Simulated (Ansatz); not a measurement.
Abridged output of a molecular run in Ansatz:

```
Functional definition: HF
1103 factors; integrals over basis functions are off by at most 1.1e-3 eV
mean field evaluation 1: about -43060.0069 eV, gradient 5.9e1 eV
mean field evaluation 2: about -43060.1376 eV, gradient 5.9e1 eV
mean field evaluation 4: about -43068.4823 eV, gradient 6.5e0 eV
mean field evaluation 8: about -43068.6512 eV, gradient 1.3e0 eV
mean field evaluation 16: about -43068.6600 eV, gradient 1.9e-6 eV
mean field -43068.65998944 eV, -1582.7440616258 hartree, gradient 2.0e-6 eV, S^2 0.000000; 0 other end points of the search recorded, 0 dependent functions left out
14 core orbitals not correlated: weight in the atoms' cores, before any rotation towards them, 1.000 or more for the frozen orbitals, at most 0.000 for the correlated occupied ones
reference -43068.65998944 eV, -1582.7440616258 hartree; 21, 21 occupied and 75, 75 virtual orbitals, 1103 factors
second order -29.10959554 eV of doubles, -0.00000000 eV of singles
cycle   1  -27.97037024 eV  change     1.1e0 eV  update   2.6e-1
cycle   2  -29.11045361 eV  change    -1.1e0 eV  update   1.7e-1
cycle   3  -29.36718025 eV  change   -2.6e-1 eV  update   4.9e-2
cycle   4  -29.39436839 eV  change   -2.7e-2 eV  update   1.6e-2
cycle   5  -29.38631823 eV  change    8.1e-3 eV  update   5.4e-3
cycle   6  -29.38434862 eV  change    2.0e-3 eV  update   3.0e-3
cycle   7  -29.38630532 eV  change   -2.0e-3 eV  update   9.7e-4
cycle   8  -29.38683388 eV  change   -5.3e-4 eV  update   6.2e-4
cycle   9  -29.38675029 eV  change    8.4e-5 eV  update   2.2e-4
cycle  10  -29.38695111 eV  change   -2.0e-4 eV  update   1.2e-4
cycle  11  -29.38678250 eV  change    1.7e-4 eV  update   4.7e-5
cycle  12  -29.38670808 eV  change    7.4e-5 eV  update   2.7e-5
cycle  13  -29.38671785 eV  change   -9.8e-6 eV  update   9.8e-6
perturbative correction -1.31304352 eV, -0.0482534592 hartree
Total energy: -43099.35975081 eV, -1583.8722570469 hartree
```

Its atoms:

```xyz
7

C     0.485   -1.470   -1.433
C     0.228   -0.618   -0.607
Ti   -0.167    0.794    0.755
F     0.327    2.329    0.113
F     0.724    0.426    2.199
Cl   -2.307    0.759    1.131
H     0.710   -2.219   -2.158
```

(1) Which basis set was used?
A. cc-pV(Q+d)Z
B. def2-QZVPP
C. def2-SVPD
D. def2-SVP

(2) Write the keys of the input that set method, charge and spin (a neutral closed shell needs none for the last two).

Results:

(1) D. It gives 110 functions.

(2) 
```yaml
correlation: {method: ccsd_t}
```
